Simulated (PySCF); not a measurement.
CH₇BClPSi.
Bonds: C1–B2, B2–Cl3, B2–P4, P4–Si5. Hydrogens: H6, H7, H8 on C1; H9 on P4; H10, H11, H12 on Si5.

Method: PBE0-D3(BJ)/def2-SVP geometry optimisation, gas phase (PySCF 2.14.0); density fitting, grid level 1; the optimiser is geomeTRIC in internal coordinates, started from a GFN2-xTB structure with every atom displaced at random (about 0.01 Å).

Geometry at step 0:
```
atom  x, y, z in Å
C1      2.1775   -0.2025   -0.4210
B2      0.8731   -0.1879    0.5020
Cl3     0.7040   -1.4200    1.6894
P4     -0.4003    1.1467    0.5030
Si5    -2.3405    0.0300    0.1379
H6      2.2029    0.7000   -1.0769
H7      2.1863   -1.0647   -1.0607
H8      3.0911   -0.2045    0.1553
H9     -0.2317    1.6797   -0.7304
H10    -3.3010    1.0686   -0.2222
H11    -2.2500   -0.9704   -0.9082
H12    -2.6717   -0.6035    1.4228
```

**Question.** What forces act on the atoms?

**Answer.** 
```
atom  Fx (eV/Å)  Fy (eV/Å)  Fz (eV/Å)
  C1     -1.204      1.703      0.082
  B2      1.426      0.023     -1.102
 Cl3     -0.155     -1.053      0.908
  P4     -1.030      0.034      1.363
 Si5      0.809      0.457      0.655
  H6      0.044     -0.428      0.224
  H7     -0.025     -0.915     -0.531
  H8      0.583     -0.135      0.509
  H9      0.247      0.713     -1.609
 H10     -0.512      0.360     -0.162
 H11      0.025     -0.576     -0.624
 H12     -0.209     -0.183      0.289
```

The largest, 2.09 eV/Å, acts on C1; the rms over all components is 0.749 eV/Å. The forces sum to zero within rounding, as they must for an isolated molecule in no field.

**Question.** Give the force on C1 in Eh/bohr and in nN.

**Answer.** 2.087 eV/Å ÷ 51.422 = 0.04059 Eh/bohr, and 2.087 eV/Å × 1.602 = 3.34 nN.

**Question.** How far is this geometry from the end of the optimisation?

**Answer.** 0.236 eV above it, and 0.193 Å rms away after alignment. The bonds farthest from their final lengths, with half the difference of the two atoms' forces along the bond (positive lengthens):

```
   bond  now (Å)  final (Å)  force along bond (eV/Å)
  P4–H9    1.354      1.424                    +1.57
 B2–Cl3    1.719      1.774                    +1.16
  B2–P4    1.845      1.896                    +0.85
Si5–H11    1.450      1.494                    +0.79
  C1–B2    1.598      1.561                    -1.42
Si5–H10    1.460      1.494                    +0.50
```

The angle farthest from its final value is B2–C1–H6, 110.5° against 114.2°.

Of the 6 listed bonds off by 0.010 Å or more, this force points towards the final length in 6.

What follows is the cost of the whole optimisation. Time: 83 s wall; peak memory 0.51 GiB. Hardware: an Intel Xeon Platinum 8259CL at 2.50 GHz with one thread, no GPU, shared host with 96 logical CPUs at a one-minute load of 51.
